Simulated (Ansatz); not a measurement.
A trace of molecular dynamics of H₇NO₂Si₂ (12 atoms, charge 0, multiplicity 1).

These are results of Ansatz, RKS PBE-D4/STO-3G, not measurements.

| Property | Result |
| --- | --- |
| ensemble | NVT, Nosé–Hoover chain |
| set temperature | 200 K |
| thermostat | time constant 100 fs, chain length 5 |
| seed | 895570 |

```tsv
time (fs)	T (K)	potential energy less start (eV)	conserved less start (meV/atom)
0	200	0.000	0.00
5	172	0.035	-0.01
10	227	-0.036	-0.05
15	291	-0.120	-0.16
20	276	-0.101	-0.12
25	309	-0.146	-0.17
30	388	-0.250	-0.14
35	317	-0.163	-0.13
40	226	-0.048	-0.09
45	327	-0.184	-0.16
50	330	-0.194	-0.11
55	316	-0.185	-0.16
60	304	-0.177	-0.17
65	214	-0.068	-0.18
70	190	-0.042	-0.19
75	253	-0.129	-0.13
80	220	-0.094	-0.11
85	171	-0.036	-0.03
90	293	-0.203	-0.04
95	302	-0.227	-0.03
100	222	-0.135	-0.01
105	223	-0.148	-0.02
110	301	-0.261	-0.03
115	251	-0.212	-0.04
120	205	-0.165	-0.02
125	164	-0.123	-0.03
```

Q: Is this trajectory sound?

A: The conserved energy stayed within 0.2 meV per atom of its start (net change -0.032 meV per atom), so the integration is sound. The mean temperature of the second half is 22 % above the set value. A run of 0.12 ps of so small a system gives no equilibrium averages. Limits of this set-up: minimal basis. The time step was 0.5 fs.

The run took 11 min on 1 thread of Arm Neoverse V1 (shared host), peak memory 0.098 GiB.
